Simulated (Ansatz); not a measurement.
**Ligand exchange: CH5N + C2H7MgN → CH6N2 + C2H6Mg**

Gas-phase species: CH5N (methylamine) `CN`, singlet; C2H7MgN `C[CH2][Mg][NH2]`, singlet; CH6N2 `CNN`, singlet; C2H6Mg `C[CH2][MgH]`, singlet. The partners trade H for NH2: N–H and Mg–NH2 bonds give way to N–NH2 and Mg–H.

Shapes, held fixed at every level: PBE0-D4/def2-TZVP. Flexible molecules stand in one conformer, not always the lowest. Programs: Ansatz 0.2.0. The zero-point and thermal change to 298 K, harmonic and unscaled (PBE0-D4/def2-TZVP), is -7.4 kJ/mol.

| level | kind | ΔH(298 K) (kJ/mol) | less CCSD(T)/def2-TZVPP |
| --- | --- | --- | --- |
| HF/def2-SVP | Hartree–Fock | +193.4 | -17.2 |
| SPW92/def2-TZVPP | LDA | +188.0 | -22.6 |
| B3LYP-D4/def2-TZVPP | global hybrid | +202.8 | -7.8 |
| B2PLYP/def2-TZVPP | double hybrid | +213.1 | +2.5 |
| MP2/def2-SVP | perturbation theory | +207.6 | -3.0 |
| MP2/def2-TZVPP | perturbation theory | +224.2 | +13.6 |
| CCSD(T)/def2-SVP | coupled cluster or CI | +194.0 | -16.6 |
| CCSD(T)/def2-TZVPP | coupled cluster or CI | +210.6 | 0.0 |

The highest level, CCSD(T)/def2-TZVPP, gives ΔH(298 K) = +210.6 kJ/mol; the levels span +188.0 to +224.2. The column of differences is taken from that level and isn't an error. No measured value is set beside it here. Outer-core shells of Mg are correlated, in sets that cover them unevenly.
